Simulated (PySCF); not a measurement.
A run for PySCF: R-M06-2X/6-31G* on FH4NOSi (SMILES N[SiH](O)F), a point of a torsion scan.

```python
from pyscf import gto, scf, dft, mp
from pyscf.data.elements import chemcore

mol = gto.M(
    atom='''
    N     1.21679260   -0.30090005    0.08704863
    Si   -0.30923406    0.45793237    0.14985838
    O    -1.41704140   -0.42324500   -0.63886138
    F    -0.14958100    1.86905873   -0.61224570
    H     1.93208551    0.06947789   -0.51436687
    H     1.29242560   -1.29831580    0.17343964
    H    -0.71174584    0.77973485    1.50377573
    H    -2.31454416   -0.12287810   -0.74916473
    ''',
    basis='6-31g*',
    cart=True,
    charge=0, spin=0, verbose=3, max_memory=1800)
mf = dft.RKS(mol, xc='m062x')
mf.conv_tol = 1e-8
mf.max_cycle = 100
mf.kernel()
if not mf.converged:
    mf = mf.newton().run(mf.mo_coeff, mf.mo_occ)
```

Program output:

```
converged SCF energy = -521.714445583924
```

Self-consistency was reached.

Cost: about 9 core-seconds (a rough figure).
